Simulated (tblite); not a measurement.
C6H16OP (charge +1).
Bonds: C1–C2, C2–C3, C2–C4, C2–C5, C5–P6, P6–C7, C7–O8. Hydrogens: H9, H10, H11 on C1; H12, H13, H14 on C3; H15, H16, H17 on C4; H18, H19 on C5; H20, H21 on P6; H22, H23 on C7; H24 on O8.

Computed with GFN2-xTB (tblite), gas phase: L-BFGS steps from a force-field or distance-geometry start until the largest atomic force falls under 0.01 eV/Å.

Step 65: E = -739.2353 eV
```
atom  x, y, z in Å  |  force x, y, z in eV/Å
C1     -2.0750   -1.2869    0.8260    0.016   0.013  -0.008
C2     -1.2625   -0.2354    0.0706    0.010   0.011  -0.025
C3     -1.7614   -0.1371   -1.3678    0.007   0.006  -0.018
C4     -1.3772    1.1207    0.7668    0.016  -0.041  -0.015
C5      0.2151   -0.6952    0.0769   -0.050   0.018   0.026
P6      1.3787    0.4857   -0.6456    0.010  -0.008   0.028
C7      3.1378    0.0216   -0.5106    0.020  -0.014  -0.001
O8      3.6692    1.2140   -1.0326   -0.053  -0.002   0.013
H9     -1.7458   -1.3708    1.8578   -0.013   0.013   0.028
H10    -1.9832   -2.2618    0.3550   -0.010  -0.010  -0.006
H11    -3.1240   -1.0069    0.8232   -0.011  -0.027   0.026
H12    -2.8074    0.1521   -1.3855   -0.026   0.025   0.023
H13    -1.1996    0.6093   -1.9290    0.012   0.039  -0.008
H14    -1.6756   -1.0941   -1.8744    0.014  -0.037  -0.025
H15    -2.4218    1.3856    0.9095    0.022  -0.017  -0.027
H16    -0.9124    1.9058    0.1671   -0.061  -0.005   0.009
H17    -0.9037    1.0934    1.7467   -0.013   0.018   0.002
H18     0.5405   -0.8472    1.1138    0.033  -0.055  -0.025
H19     0.3225   -1.6464   -0.4594    0.006   0.043   0.037
H20     1.3421    1.7059   -0.0295    0.025   0.046  -0.010
H21     1.1906    0.7302   -1.9813   -0.005   0.003  -0.001
H22     3.4211   -0.1618    0.5368    0.031   0.014  -0.030
H23     3.3879   -0.8632   -1.1124   -0.011  -0.001   0.006
H24     4.6327    1.2021   -1.0814    0.030  -0.031   0.002
```

Step 66: E = -739.2362 eV
```
atom  x, y, z in Å  |  force x, y, z in eV/Å
C1     -2.0763   -1.2859    0.8248    0.011  -0.001  -0.003
C2     -1.2616   -0.2351    0.0703   -0.003  -0.005  -0.017
C3     -1.7587   -0.1367   -1.3690    0.002  -0.006  -0.005
C4     -1.3780    1.1197    0.7665    0.014  -0.034  -0.019
C5      0.2157   -0.6953    0.0797   -0.046   0.012   0.015
P6      1.3791    0.4880   -0.6407    0.001  -0.015   0.031
C7      3.1387    0.0228   -0.5111    0.014  -0.005  -0.005
O8      3.6707    1.2109   -1.0414   -0.028   0.002  -0.006
H9     -1.7510   -1.3693    1.8582   -0.007   0.013   0.012
H10    -1.9829   -2.2605    0.3536   -0.008  -0.018   0.000
H11    -3.1262   -1.0082    0.8199   -0.002  -0.018   0.018
H12    -2.8060    0.1486   -1.3854   -0.019   0.035   0.014
H13    -1.1982    0.6112   -1.9297    0.003   0.035  -0.003
H14    -1.6716   -1.0936   -1.8758    0.020  -0.034  -0.025
H15    -2.4221    1.3834    0.9088   -0.007  -0.010  -0.025
H16    -0.9145    1.9045    0.1674   -0.046   0.026  -0.014
H17    -0.9052    1.0947    1.7456    0.002   0.008   0.032
H18     0.5396   -0.8529    1.1160    0.033  -0.035  -0.019
H19     0.3227   -1.6456   -0.4574    0.010   0.035   0.019
H20     1.3393    1.7049   -0.0177    0.034   0.043  -0.020
H21     1.1884    0.7371   -1.9761    0.000   0.001   0.022
H22     3.4284   -0.1521    0.5352    0.023  -0.007  -0.008
H23     3.3835   -0.8666   -1.1082   -0.007   0.002   0.005
H24     4.6346    1.1957   -1.0927    0.005  -0.026   0.002
```

Q: Estimate the geometry and energy of step 67. (The exact step hangs on the optimiser's Hessian estimate; all steps are aligned on step 66, rigid shifts and turns removed.)

A: E = -739.2369 eV, largest force 0.057 eV/Å
```
atom  x, y, z in Å  |  force x, y, z in eV/Å
C1     -2.0780   -1.2855    0.8238    0.000  -0.013   0.003
C2     -1.2614   -0.2355    0.0699   -0.013  -0.017  -0.005
C3     -1.7556   -0.1369   -1.3708   -0.004  -0.010   0.004
C4     -1.3780    1.1183    0.7663    0.002  -0.011  -0.015
C5      0.2150   -0.6953    0.0824   -0.017   0.007   0.004
P6      1.3790    0.4904   -0.6345   -0.004  -0.002   0.023
C7      3.1389    0.0234   -0.5116    0.011   0.013  -0.006
O8      3.6700    1.2074   -1.0528   -0.007  -0.020  -0.008
H9     -1.7566   -1.3678    1.8590    0.000   0.013  -0.006
H10    -1.9835   -2.2604    0.3532   -0.005  -0.017   0.007
H11    -3.1285   -1.0095    0.8171    0.005  -0.010   0.010
H12    -2.8040    0.1464   -1.3875    0.000   0.032   0.005
H13    -1.1948    0.6129   -1.9296   -0.012   0.019   0.004
H14    -1.6658   -1.0942   -1.8776    0.017  -0.013  -0.019
H15    -2.4215    1.3825    0.9078   -0.028  -0.010  -0.020
H16    -0.9159    1.9033    0.1676   -0.030   0.040  -0.027
H17    -0.9061    1.0949    1.7456    0.008   0.000   0.037
H18     0.5390   -0.8583    1.1177    0.026  -0.020  -0.008
H19     0.3235   -1.6442   -0.4558    0.011   0.021   0.000
H20     1.3381    1.7054   -0.0059    0.041   0.026  -0.029
H21     1.1866    0.7460   -1.9696    0.004  -0.006   0.046
H22     3.4355   -0.1425    0.5342    0.016  -0.018  -0.006
H23     3.3780   -0.8714   -1.1035   -0.004   0.013   0.007
H24     4.6345    1.1903   -1.1043   -0.018  -0.018   0.001
```

The energy changes by -0.0007 eV. The first-order estimate −F·Δx gives -0.0010 eV and the mean of the old and new forces, exact on a quadratic surface, -0.0007 eV. The step makes an angle of 79° with the force vector and moves no atom by more than 0.013 Å.

What follows is the cost of the whole relaxation. The run took 1.2 s of wall time on Arm Neoverse V2, one thread, shared host with 96 logical CPUs at a one-minute load of 48.
